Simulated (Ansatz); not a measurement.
Consider the formal exchange of groups at a B–Si bond: `CO[B]([AlH2])[SiH3]` + `CNCSC` → `CO[B](C)[AlH2]` + `CNCS[SiH3]`.

Computed with Ansatz on PBE0-D4/def2-TZVP structures; ΔE is electronic, products minus reactants. CCSD(T)/CBS is the MP2 limit (def2-TZVPP, def2-QZVPP) plus CCSD(T) − MP2 in def2-TZVPP, frozen cores. DFT in def2-TZVPP. B3LYP here is the variant with VWN-RPA as its local correlation; programs differ in this. Each species was taken in one conformer, which may not be the lowest.

```tsv
level	ΔE (kJ/mol)
B3LYP-D4	-126.8
ωB97X-V	-125.7
ωB97M-V	-131.3
PBE0	-125.4
B3LYP	-125.8
HF/def2-TZVPP	-133.1
SCS-MP2/def2-QZVPP	-132.2
CCSD/CBS(def2)	-128.9
```

Problem. What does CCSD(T)/CBS give? (Best estimate.)

Solution. The calculation gave: -128.2 kJ/mol. The listed levels differ from it by 1.4, 2.5, -3.1, 2.8, 2.4, -4.9, -4.0, -0.7 kJ/mol.

Largest T1 diagnostic among the species: 0.015.

From PBE to PBE0 (25 % exact exchange), in def2-TZVPP and without D4, ΔE moves by −4.7 kJ/mol.
